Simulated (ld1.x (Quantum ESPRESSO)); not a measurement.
# Before and after: TM potential for P (Z = 15)

- Element: P
- Generator: ld1.x (Quantum ESPRESSO) 7.5
- Type: norm-conserving Troullier–Martins (Kleinman–Bylander form)
- Functional: PBE
- Relativity: scalar-relativistic
- Frozen core: [Ne]
- Valence charge: 5
- Reference configuration: 3s2 3p3
- Partial waves: 3s (bound): rc 1.50 bohr; 3p (bound): rc 1.75 bohr; 3d channel at 0.3 Ry: rc 1.80 bohr
- Local potential: all-electron potential smoothed inside 1.50 bohr (lloc = -2)
- Core correction: Bessel-smoothed model core inside 1.50 bohr

All-electron outer shells of the reference configuration (PBE, scalar-relativistic, ld1.x):

| shell | level (eV) | outermost node (bohr) | outermost maximum (bohr) |
| --- | --- | --- | --- |
| 2s | -173.99 | 0.14 | 0.42 |
| 2p | -124.49 | – | 0.36 |
| 3s | -13.97 | 0.65 | 1.58 |
| 3p | -5.51 | 0.64 | 1.83 |

Change: reference 3s2 3p2.

Cutoffs: the cutoffs (Ry, on a coarse ladder) from which the occupation-weighted sum of valence levels, in a spherical-Bessel basis at the reference potential, stays within 10 and 1 mRy of its value at 400 Ry; they do not see the model core or the augmentation charge, which bear on the density cutoff. Errors are all-electron minus pseudo energies relative to the spin-unpolarised reference configuration.

Task: What does the change do?

Result: The potential gets neither clearly harder nor softer (21 Ry and 50 Ry → 21 Ry and 50 Ry); neither file shows a bound ghost.

| quantity | base | changed |
| --- | --- | --- |
| cutoff, loose | 21 Ry | 21 Ry |
| cutoff, tight | 50 Ry | 50 Ry |
| bound ghosts | none | none |
| largest error over its own tests, meV | +225 | +50 |
| s: phases at 1.96 bohr within 0.05 rad from the reference energy up to (Ry; the scan ends near 5) | 3.1 | 2.4 |
| p: phases at 1.96 bohr within 0.05 rad from the reference energy up to (Ry; the scan ends near 5) | 4.5 | 3.8 |
| d: phases at 1.96 bohr within 0.05 rad from the reference energy up to (Ry; the scan ends near 5) | to the end of the scan | to the end of the scan |
